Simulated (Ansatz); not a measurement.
System: C3H7O2, charge 1, multiplicity 1. It need not be the lowest isomer of its formula. 
Geometry from a B3LYP-D3(BJ)/def2-TZVP (Ansatz, a quantum-chemistry and plane-wave program) optimisation:
SMILES: CCC(O)=[OH+]
```xyz
12

C     -1.9332     0.0885     0.3223
C     -0.7633     0.3720    -0.6131
C      0.5617    -0.0281    -0.0898
O      0.7529    -0.5597     1.0618
O      1.5917     0.1634    -0.8211
H     -1.8499     0.6392     1.2622
H     -2.0461    -0.9788     0.5258
H     -2.8571     0.4162    -0.1499
H     -0.8721    -0.1326    -1.5800
H     -0.6799     1.4364    -0.8621
H      2.4301    -0.1244    -0.4072
H     -0.0729    -0.6791     1.5689
```
Charge +1, spin multiplicity 1.

Task: Give the harmonic wavenumbers at B3LYP-D3(BJ)/def2-TZVP (Ansatz, finite differences of forces, unscaled).

Result: 50, 237, 258, 486, 517, 576, 646, 723, 804, 831, 1011, 1092, 1114, 1179, 1207, 1284, 1349, 1413, 1429, 1502, 1509, 1553, 1626, 3031, 3039, 3055, 3102, 3136, 3633, 3647 cm⁻¹. Zero-point energy 64.4 kcal/mol.

Task: From these and the geometry, give the ideal-gas thermochemistry at 298.15 K and 1 atm (rigid rotor, harmonic oscillator).

Result: Point group C1, rotational symmetry number 1. Rotational constants 9.808, 3.79, 2.829 GHz. S(trans) 38.86, S(rot) 25.53, S(vib) 11.60, S(elec, spin only) 0.00, S 76.0 cal/(mol K). H(298) - H(0) 4.25 kcal/mol; G - E(el) 46.0 kcal/mol.
